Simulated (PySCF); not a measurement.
**Ionisation energy of I³⁸⁺ by level of theory**

I³⁸⁺ [Ne] 3s2 3p3 [3p1/2^2 3p3/2^1, M_J = 3/2] → I³⁹⁺ [Ne] 3s2 3p2 [3p1/2^2, M_J = 0], as a difference of total energies. Calculation: PySCF 2.14, in an uncontracted even-tempered set (19 s from 7.7 bohr⁻², ratio 2.4; 14 p from 10 bohr⁻², ratio 2.4; 4 d from 37 bohr⁻², ratio 2.6; 4 f from 55 bohr⁻², ratio 2.6); the two-component X2C-1e Hamiltonian. Correlated levels: 1s2 frozen; the 56 highest virtual spinors dropped. "Screened" scales the spin-orbit matrix elements by Boettger's factors to mimic the two-electron term; Breit and QED terms are absent.

```tsv
method	ionisation energy (eV)
GHF (spin-free)	2714.8
GMP2 (spin-free)	2715.1
GHF (screened spin-orbit)	2681.5
GMP2 (screened spin-orbit)	2681.8
```

Breit and QED terms and the two-electron picture change are absent.

The spin-free rows relax to the high-spin LS determinant and lack the spin-orbit shift.

The labels give the starting determinants; with spin-orbit coupling the two ends relaxed to ⟨J²⟩ = 3.75, ⟨L²⟩ = 2.27, ⟨S²⟩ = 1.64 and ⟨J²⟩ = 0.00, ⟨L²⟩ = 1.34, ⟨S²⟩ = 1.34.

For comparison: 2680 ± 4 eV (theoretical estimate listed by NIST; NIST Atomic Spectra Database, ionization energies).
